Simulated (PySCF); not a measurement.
Al(H)(NH2)(NMe2) (C₂H₉AlN₂), SMILES [N](C)(C)[AlH][NH2].

Geometry optimised at TPSSh-D3(BJ)/def2-SVP. The structure was generated by enumeration; whether it is a known compound was not checked. One conformer was computed; it need not be the lowest.

Two levels are set side by side: TDA-PBE/def2-SVPD (PySCF) and TDA-PBE0/def2-SVPD (PySCF). Vertical, same geometry. The lowest singlet is HOMO→LUMO 100 % with PBE and HOMO→LUMO 95 % with the other functional; states are paired by order. Differences are taken from unrounded values.

```csv
quantity,TDA-PBE
lowest singlet excitation (eV),4.32
lowest triplet excitation (TDA) (eV),4.08
first bright state (f over 0.05) (eV),4.94
its oscillator strength,0.15
```

Task: These are the TDA-PBE values. What does TDA-PBE0 give? (An estimate is asked for; the answer gives what the named calculation found.)

Result: 
| quantity | TDA-PBE0 | TDA-PBE minus TDA-PBE0 |
|---|---|---|
| lowest singlet excitation (eV) | 5.09 | -0.76 |
| lowest triplet excitation (TDA) (eV) | 4.62 | -0.55 |
| first bright state (f over 0.05) (eV) | 5.54 | -0.59 |
| its oscillator strength | 0.15 | 0.00 |

A lower first singlet is the usual sign of a functional without exact exchange. Differences between two approximate levels are no errors against the true value.

Rough cost on one machine, each run with all the roots and properties that it gave: TDA-PBE0 against TDA-PBE about 2 times.
